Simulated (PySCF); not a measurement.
## Electron correlation in Sb⁺ (antimony, charge +1)

[Kr] 4d10 5s2 5p2, high-spin 3P determinant. Calculation: PySCF 2.14, in aug-cc-pwCVTZ-DK3 (10s9p7d4f1g, 109 functions); the spin-free X2C one-electron Hamiltonian (Gaussian nucleus). Frozen: [Kr] 4d10; 4 electrons correlated.

MP2 pair energies summed by pair of shells (mhartree):

```tsv
pair	energy	share (%)
5s-5p	-29.45	61.8
5s-5s	-13.73	28.8
5p-5p	-4.46	9.4
```

Total MP2 correlation energy: -47.65 mhartree.

Same-spin part -7.78 and opposite-spin part -39.87 mhartree; SCS-MP2 scales them by 1/3 and 6/5 to -50.44 mhartree.
